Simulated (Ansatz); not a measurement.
Ge(SMe)H3 (CH₆GeS). Total charge 0; triplet. Geometry PBE-D4/def2-SVP, that of the neutral singlet; atoms count from 1.

Cartesian coordinates in Å:
```
Ge -1.1984 -0.9052 0.3622
S 0.9401 -0.4748 0.8606
C 1.2552 0.8920 -0.3237
H 1.1325 0.5605 -1.3740
H 2.3073 1.2001 -0.1710
H 0.5999 1.7641 -0.1289
H -2.0864 0.3403 0.6429
H -1.6150 -2.0868 1.2702
H -1.3353 -1.2903 -1.1383
```

At PBE0-D4/def2-TZVP a singlet of charge 0 lies 4.87 eV below the triplet at the same geometry.

Question: Estimate the Mulliken populations from the PBE0/def2-TZVP orbitals of Ansatz.

Answer: 
```json
{"atom": "Ge1", "charge (e)": "-0.21", "spin (α − β)": "0.50"}
{"atom": "S2", "charge (e)": "-0.01", "spin (α − β)": "1.31"}
{"atom": "C3", "charge (e)": "-0.15", "spin (α − β)": "-0.20"}
{"atom": "H4", "charge (e)": "0.11", "spin (α − β)": "0.09"}
{"atom": "H5", "charge (e)": "0.11", "spin (α − β)": "0.06"}
{"atom": "H6", "charge (e)": "0.11", "spin (α − β)": "0.09"}
{"atom": "H7", "charge (e)": "0.01", "spin (α − β)": "0.08"}
{"atom": "H8", "charge (e)": "0.03", "spin (α − β)": "-0.02"}
{"atom": "H9", "charge (e)": "0.00", "spin (α − β)": "0.08"}
```
Mulliken values depend strongly on the basis.

Question: Where does the spin sit?

Answer: Summed by element: Ge 0.50, S 1.31, C -0.20, H 0.39, of 2 unpaired in all. Largest on single atoms: S2 1.31, Ge1 0.50, C3 -0.20.

Question: And the Mayer bond orders between heavy atoms (over 0.3)?

Answer: Ge1–S2 0.71 (2.24 Å); S2–C3 0.75 (1.84 Å).
